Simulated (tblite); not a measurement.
Species: C₅H₇NO₂.
Z-matrix (Å and degrees, GFN2-xTB geometry), rows numbered from 1:
```
C 
N   1  1.4409
C   2  1.3541  1  122.51
O   3  1.2153  2  123.26  1    -0.93
C   3  1.4859  2  113.68  1   179.08
C   5  1.3364  3  121.55  2  -179.80
C   6  1.4673  5  121.74  3  -179.90
O   7  1.2048  6  124.86  5    -0.50
H   1  1.0919  2  110.73  3  -117.83
H   1  1.0889  2  107.38  3     1.52
H   1  1.0916  2  110.74  3   120.97
H   2  1.0073  1  117.67  3   178.57
H   5  1.0821  3  118.70  2     0.11
H   6  1.0805  5  119.85  3     0.04
H   7  1.1062  6  114.13  5   179.35
```

Level: GFN2-xTB in tblite, geometry and Hessian alike; calculated harmonic values, unscaled, isolated species. Against measured fundamentals such values can be off by several per cent, at times by over 20. One conformer, not necessarily the lowest.

Harmonic wavenumbers (cm⁻¹): 57.4, 78.3, 104.7, 126.1, 153.9, 212.7, 233.1, 287.6, 433.4, 456.9, 607.0, 627.6, 752.3, 778.6, 931.3, 948.5, 1004.6, 1005.0, 1077.1, 1106.5, 1115.6, 1176.6, 1226.4, 1280.4, 1380.0, 1393.6, 1416.4, 1460.5, 1479.1, 1634.3, 1714.3, 1741.6, 2784.6, 2970.7, 2987.0, 3035.4, 3061.4, 3089.6, 3459.5.

A = 6529, B = 891.1, C = 788.0 MHz; mass 113.048 u (most abundant isotopes); point group Cs, symmetry number 1.

What is the zero-point energy?

Half the sum of the wavenumbers: 24695 cm⁻¹ = 295.42 kJ/mol.

Entropy at 298.15 K, 1 bar (ideal gas, RRHO, classical rotation)?

Translation 167.82, rotation 119.83, vibration 111.27: S = 398.9 J/(mol K).

And Cp and H(298.15 K) − H(0)?

Cp = 137.11 J/(mol K), of which vibrations give 103.85 (their classical limit is 39 R = 324.3); H(298.15 K) − H(0) = 26.91 kJ/mol without the zero-point energy, 17.00 from vibrations.

What must be added to the electronic energy to get the Gibbs energy at 298.15 K and 1 bar?

ZPE + [H(298.15 K) − H(0)] − T·S = 295.42 + 26.91 − 118.94 = 203.39 kJ/mol.

How do the functions run with temperature in this model?

```tsv
T (K)	S (J/(mol K))	Cp (J/(mol K))	H − H(0) (kJ/mol)	G − H(0) (kJ/mol)	ln q(vib)
100	286.4	78.7	5.49	-23.15	1.62
200	350.4	108.3	14.89	-55.19	4.19
300	399.8	137.7	27.17	-92.76	6.57
500	483.7	193.5	60.51	-181.34	10.96
800	587.9	249.5	127.71	-342.65	16.97
1000	646.4	273.6	180.14	-466.21	20.63
```

q(vib) and H(0) count from the zero-point level.

Blend soft modes into free rotors: weight 1/[1 + (100 cm⁻¹/ν̃)⁴] for the oscillator and the rest for a rotor with moment μB/(μ + B), μ = h/(8π²ν), B = 10⁻⁴⁴ kg m². What vibrational entropy results?

102.87 J/(mol K) in place of 111.27, which changes −T·S at 298.15 K by +2.50 kJ/mol.

Which modes carry the vibrational entropy at 298.15 K?

57.4 cm⁻¹: 19.01; 78.3 cm⁻¹: 16.46; 104.7 cm⁻¹: 14.08; 126.1 cm⁻¹: 12.57; 153.9 cm⁻¹: 10.98; 212.7 cm⁻¹: 8.45 J/(mol K); the other 33 give 29.72 together.

Hindered rotation and anharmonicity are outside this model. Other conformers, if any are populated, would add a mixing term that is left out.
